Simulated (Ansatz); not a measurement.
Steps of a relaxation of C₂H₇OSi (`[CH2]C[SiH2]O`) radical with UKS PBE0-D4/def2-TZVP.

```sh
$ ansatz run in.yaml --threads 4 --pin off --events-out ev --progress --plain --max-ram 10444MiB
```

```yaml
crystal:
  periodic: [false, false, false]
  atoms:
    - {symbol: C, position_ang: [-1.217428, 0.889103, -0.400139]}
    - {symbol: C, position_ang: [0.254658, 0.931013, -0.265810]}
    - {symbol: Si, position_ang: [0.852076, -0.691127, 0.565322]}
    - {symbol: O, position_ang: [0.322746, -2.033024, -0.301984]}
    - {symbol: H, position_ang: [-1.691108, 0.432524, -1.282839]}
    - {symbol: H, position_ang: [-1.873218, 1.207216, 0.424794]}
    - {symbol: H, position_ang: [0.607802, 1.771685, 0.372192]}
    - {symbol: H, position_ang: [0.772107, 0.998601, -1.247513]}
    - {symbol: H, position_ang: [2.351412, -0.793284, 0.567329]}
    - {symbol: H, position_ang: [0.332207, -0.690784, 1.982704]}
    - {symbol: H, position_ang: [-0.645953, -2.078822, -0.393257]}
basis:
  gaussian: {orbitals: def2-TZVP}
magnetization: {spin_polarized: true, initial_magnetization: 1}
hamiltonian: {xc: pbe0, dispersion: d4}
relax: {f_tol: 0.005, max_steps: 150}
```

Positions (Å) and forces (eV/Å) along the path, 10 of 10 steps:

```xyz
11
step=1 energy=-12106.3303 eV
C    -1.217    0.889   -0.400   -0.322   -0.057   -0.004
C     0.255    0.931   -0.266    0.303   -0.006   -0.010
Si    0.852   -0.691    0.565   -0.184   -0.318   -0.351
O     0.323   -2.033   -0.302   -0.436    0.740    0.471
H    -1.691    0.433   -1.283    0.272    0.267    0.493
H    -1.873    1.207    0.425    0.381   -0.179   -0.463
H     0.608    1.772    0.372   -0.203   -0.398   -0.314
H     0.772    0.999   -1.248   -0.287   -0.009    0.463
H     2.351   -0.793    0.567   -0.327    0.010   -0.002
H     0.332   -0.691    1.983    0.098   -0.057   -0.340
H    -0.646   -2.079   -0.393    0.705    0.008    0.056
11
step=2 energy=-12106.3793 eV
C    -1.211    0.884   -0.399   -0.115   -0.029   -0.008
C     0.255    0.922   -0.267    0.146   -0.043    0.035
Si    0.850   -0.684    0.562   -0.156   -0.292   -0.303
O     0.323   -2.020   -0.289   -0.059    0.473    0.287
H    -1.682    0.452   -1.279    0.077    0.074    0.137
H    -1.857    1.195    0.419    0.104   -0.046   -0.119
H     0.599    1.756    0.364   -0.056   -0.105   -0.087
H     0.760    0.998   -1.240   -0.080   -0.016    0.141
H     2.335   -0.790    0.565   -0.072    0.020    0.005
H     0.329   -0.701    1.962    0.023    0.008   -0.076
H    -0.635   -2.069   -0.377    0.188   -0.045   -0.011
11
step=3 energy=-12106.3884 eV
C    -1.208    0.879   -0.395   -0.009   -0.002   -0.005
C     0.257    0.916   -0.265    0.022   -0.010    0.016
Si    0.844   -0.683    0.556   -0.004   -0.068   -0.059
O     0.324   -2.007   -0.286   -0.010    0.125    0.073
H    -1.677    0.459   -1.274   -0.009   -0.004   -0.017
H    -1.848    1.189    0.420   -0.009    0.005    0.018
H     0.599    1.746    0.362    0.006    0.010    0.006
H     0.757    0.990   -1.235    0.005    0.007   -0.025
H     2.325   -0.781    0.563    0.016    0.002    0.008
H     0.321   -0.695    1.949   -0.001    0.001    0.020
H    -0.629   -2.068   -0.374   -0.006   -0.066   -0.036
11
step=4 energy=-12106.3890 eV
C    -1.204    0.882   -0.397    0.018   -0.022   -0.008
C     0.260    0.921   -0.265    0.015   -0.011   -0.002
Si    0.843   -0.680    0.556   -0.076   -0.072   -0.078
O     0.313   -2.001   -0.283    0.133    0.096    0.062
H    -1.672    0.451   -1.272   -0.008   -0.001   -0.031
H    -1.844    1.172    0.424   -0.040    0.029    0.050
H     0.601    1.753    0.361    0.005    0.006    0.009
H     0.761    0.996   -1.235    0.012    0.005   -0.021
H     2.323   -0.782    0.562    0.018   -0.013    0.003
H     0.322   -0.690    1.951    0.002    0.004    0.026
H    -0.637   -2.079   -0.380   -0.078   -0.020   -0.010
11
step=5 energy=-12106.3898 eV
C    -1.207    0.880   -0.393   -0.004    0.007   -0.006
C     0.259    0.919   -0.268    0.005    0.000    0.009
Si    0.839   -0.679    0.557    0.029   -0.021   -0.003
O     0.321   -1.999   -0.283    0.001   -0.007   -0.002
H    -1.678    0.460   -1.272   -0.002    0.005    0.000
H    -1.844    1.181    0.428    0.002    0.003    0.002
H     0.605    1.751    0.357   -0.005    0.003   -0.003
H     0.758    0.990   -1.240   -0.006    0.003    0.003
H     2.321   -0.783    0.569   -0.009    0.006    0.003
H     0.319   -0.690    1.953   -0.006    0.010   -0.002
H    -0.628   -2.087   -0.388   -0.004   -0.010    0.000
11
step=6 energy=-12106.3901 eV
C    -1.209    0.885   -0.392   -0.007    0.003   -0.004
C     0.258    0.917   -0.268    0.000   -0.005   -0.012
Si    0.840   -0.682    0.555    0.009    0.011    0.017
O     0.328   -2.007   -0.281   -0.014   -0.002   -0.009
H    -1.683    0.475   -1.274    0.000    0.002    0.005
H    -1.844    1.189    0.430    0.004   -0.002   -0.002
H     0.604    1.749    0.357    0.007   -0.004    0.006
H     0.754    0.990   -1.240   -0.001    0.003   -0.003
H     2.322   -0.782    0.570   -0.004    0.004    0.000
H     0.316   -0.688    1.950   -0.002   -0.005   -0.001
H    -0.620   -2.103   -0.385    0.009   -0.003    0.003
11
step=7 energy=-12106.3902 eV
C    -1.209    0.889   -0.392    0.000    0.002    0.002
C     0.257    0.916   -0.269   -0.007   -0.005   -0.004
Si    0.839   -0.683    0.555   -0.001    0.009   -0.003
O     0.332   -2.009   -0.282   -0.008   -0.002   -0.005
H    -1.687    0.483   -1.275    0.001    0.000    0.002
H    -1.843    1.193    0.431    0.000   -0.001    0.001
H     0.607    1.745    0.356    0.004    0.004    0.002
H     0.752    0.990   -1.243    0.003   -0.004    0.001
H     2.321   -0.777    0.572    0.002    0.000    0.003
H     0.312   -0.690    1.949   -0.001   -0.002   -0.002
H    -0.616   -2.113   -0.383    0.006   -0.001    0.004
11
step=8 energy=-12106.3902 eV
C    -1.210    0.892   -0.390   -0.001   -0.001   -0.003
C     0.257    0.916   -0.271    0.011    0.010   -0.001
Si    0.838   -0.683    0.554   -0.003    0.000    0.004
O     0.336   -2.009   -0.285    0.001    0.001   -0.003
H    -1.690    0.486   -1.272   -0.001    0.000   -0.001
H    -1.841    1.195    0.435    0.001    0.001    0.002
H     0.611    1.745    0.352   -0.004   -0.001    0.007
H     0.751    0.988   -1.245   -0.005   -0.008   -0.002
H     2.320   -0.774    0.578    0.000    0.000    0.001
H     0.305   -0.693    1.946    0.001    0.001   -0.004
H    -0.611   -2.120   -0.381    0.000   -0.002    0.001
11
step=9 energy=-12106.3903 eV
C    -1.210    0.894   -0.389   -0.001   -0.001   -0.001
C     0.257    0.916   -0.272    0.007    0.005    0.001
Si    0.837   -0.682    0.554   -0.002   -0.002    0.003
O     0.339   -2.009   -0.288   -0.001    0.000   -0.002
H    -1.692    0.489   -1.270    0.000    0.000    0.000
H    -1.839    1.197    0.438    0.000    0.001    0.000
H     0.613    1.745    0.350   -0.003   -0.002   -0.003
H     0.750    0.985   -1.247   -0.003    0.000    0.001
H     2.319   -0.771    0.581    0.000   -0.001    0.000
H     0.300   -0.694    1.944    0.001    0.000   -0.001
H    -0.608   -2.127   -0.380    0.002    0.000    0.001
11
step=10 energy=-12106.3903 eV
C    -1.210    0.895   -0.389   -0.002    0.000    0.000
C     0.257    0.916   -0.272    0.003    0.002    0.001
Si    0.837   -0.682    0.554    0.001   -0.001    0.000
O     0.340   -2.009   -0.289    0.000    0.001    0.000
H    -1.693    0.489   -1.269    0.000    0.000    0.000
H    -1.839    1.199    0.438    0.000    0.000    0.000
H     0.614    1.746    0.349   -0.001   -0.002   -0.001
H     0.749    0.984   -1.247    0.000    0.000    0.000
H     2.319   -0.771    0.582    0.000    0.000    0.000
H     0.299   -0.695    1.943    0.000    0.000    0.000
H    -0.607   -2.128   -0.379    0.000    0.000    0.000
```

Run time 32 s (4 threads of an Arm Neoverse V1 on a shared host); peak host memory 0.45 GiB.
